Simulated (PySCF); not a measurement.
Compound: C8H14S.
Atom-mapped SMILES: `[CH2:1]=[CH:2][C@@H:3]1[CH2:4][CH2:5][CH2:6][CH2:7][S:8][CH2:9]1` (hydrogens: H10, H11 on C1; H12 on C2; H13 on C3; H14, H15 on C4; H16, H17 on C5; H18, H19 on C6; H20, H21 on C7; H22, H23 on C9)

Level of theory: PySCF 2.14.0, PBE0-D3(BJ)/def2-SVP geometry optimisation, gas phase.

Q: List the bond lengths, angles and torsions at this level.

A: 
| bond | length (pm) | order |
| --- | --- | --- |
| C1=C2 | 133.3 | double |
| C2–C3 | 150.1 | single |
| C3–C4 | 153.6 | single |
| C4–C5 | 153.3 | single |
| C5–C6 | 152.9 | single |
| C6–C7 | 152.0 | single |
| C7–S8 | 181.7 | single |
| S8–C9 | 181.4 | single |
| C3–C9 | 153.6 | single |
| C1–H10 | 109.3 | single |
| C1–H11 | 109.5 | single |
| C2–H12 | 109.9 | single |
| C3–H13 | 110.5 | single |
| C4–H14 | 110.1 | single |
| C4–H15 | 110.3 | single |
| C5–H16 | 110.1 | single |
| C5–H17 | 110.5 | single |
| C6–H18 | 110.3 | single |
| C6–H19 | 110.4 | single |
| C7–H20 | 110.1 | single |
| C7–H21 | 110.3 | single |
| C9–H22 | 110.1 | single |
| C9–H23 | 110.0 | single |

Orders are formal, as drawn. A selection of angles:
| angle | degrees |
| --- | --- |
| C2–C1–H10 | 121.8 |
| C2–C1–H11 | 121.2 |
| H10–C1–H11 | 116.9 |
| C1–C2–C3 | 125.5 |
| C1–C2–H12 | 119.5 |
| C3–C2–H12 | 114.9 |
| C2–C3–C4 | 109.4 |
| C2–C3–C9 | 110.7 |
| C2–C3–H13 | 108.1 |
| C4–C3–C9 | 113.9 |
| C4–C3–H13 | 108.4 |
| C9–C3–H13 | 106.1 |
| C3–C4–C5 | 116.9 |
| C3–C4–H14 | 107.0 |
| C3–C4–H15 | 108.3 |
| C5–C4–H14 | 110.0 |
| C5–C4–H15 | 108.5 |
| H14–C4–H15 | 105.6 |
| C4–C5–C6 | 114.6 |
| C4–C5–H16 | 108.3 |
| C4–C5–H17 | 110.6 |
| C6–C5–H16 | 107.3 |
| C6–C5–H17 | 110.2 |
| H16–C5–H17 | 105.2 |
| C5–C6–C7 | 116.5 |
| C5–C6–H18 | 108.6 |
| C5–C6–H19 | 109.0 |
| C7–C6–H18 | 108.9 |
| C7–C6–H19 | 107.3 |
| H18–C6–H19 | 106.1 |
| C6–C7–S8 | 116.4 |
| C6–C7–H20 | 110.1 |
| C6–C7–H21 | 110.9 |
| S8–C7–H20 | 104.9 |
| S8–C7–H21 | 107.4 |
| H20–C7–H21 | 106.6 |
| C7–S8–C9 | 98.9 |
| S8–C9–H22 | 107.1 |
| S8–C9–H23 | 106.5 |
| C3–C9–S8 | 115.9 |
| C3–C9–H22 | 110.7 |
| C3–C9–H23 | 109.7 |
| H22–C9–H23 | 106.5 |

Torsions: C1–C2–C3–C4 -112° (anticlinal); C2–C3–C4–C5 -168° (antiperiplanar); C3–C4–C5–C6 93° (anticlinal); C4–C5–C6–C7 -71° (synclinal); C5–C6–C7–S8 58° (synclinal); C6–C7–S8–C9 -71° (synclinal); C7–S8–C9–C3 89° (synclinal); C2–C3–C9–S8 80° (synclinal).

The C–C distances run from 1.333 Å (C1=C2, drawn double) to 1.536 Å (C3–C4, drawn single), a spread of 0.203 Å. S8 (sulfide sulfur) is bent (angle 98.9°). The 7-membered ring C3–C4–C5–C6–C7–S8–C9 has internal angles of 98.9° to 116.9° (sum 793°, against 900° for a flat polygon); it is puckered, 0.37 Å rms from its mean plane, widest ring torsion 93°. Of the pairs four or more bonds apart, H21···H22 is among the closest relative to their van der Waals radii: 2.31 Å, 96 % of the sum of Bondi's values.

Point group: C1 (no symmetry element, even within 0.4 Å). Not checked by PBE0-D3(BJ)/def2-SVP frequencies. The numbers are those of one conformer.

Hardware: one thread of an Arm Neoverse V2, no GPU, on a shared host. Cost: 82 s wall, 0.87 GiB resident at most. These figures are those of the optimisation.
